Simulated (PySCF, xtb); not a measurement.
C₄H₉FSi, SMILES [SiH2]1CC(C)(C1)F.

GFN2-xTB run with xtb at its own geometry gives an orbital gap of 4.88 eV and a dipole moment of 2.60 D.

The structure is a stationary point at PBE0-D3(BJ)/def2-SVP. The structure was generated by enumeration, and PubChem lists no compound with its InChIKey, so it may never have been made.

Question: What does PBE/def2-TZVP run with PySCF give? (An estimate is asked for; the answer gives what the named calculation found.)

Answer: gap 6.47 eV (levels -6.98 and -0.51 eV), dipole 1.21 D.
